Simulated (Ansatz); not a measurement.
`OCO[SiH3]` + `[CH3][Al]([SiH3])[BH]O` → `[CH3][Al]([SiH3])[SiH3]` + `OBOCO`  (redistribution)

Computed with Ansatz on PBE0-D4/def2-TZVP structures; ΔE is electronic, products minus reactants. CCSD(T)/CBS adds triple-zeta CCSD(T) − MP2 to the extrapolated MP2 energy (def2 sets, frozen cores). One conformer a species, not always the lowest.

```
                  species  SCS-MP2/def2-QZVPP energy (Eh)
              `OCO[SiH3]`                      -480.99994
 `[CH3][Al]([SiH3])[BH]O`                      -673.83565
`[CH3][Al]([SiH3])[SiH3]`                      -863.53277
                  `OBOCO`                      -291.34032
```

(1) Work out ΔE.

Largest T1 diagnostic among the species: 0.014.

Results:

(1) ΔE = (-863.53277) + (-291.34032) − (-480.99994) − (-673.83565) = -0.03750 Eh = -98.5 kJ/mol. CCSD(T)/CBS gives -103.6 kJ/mol.
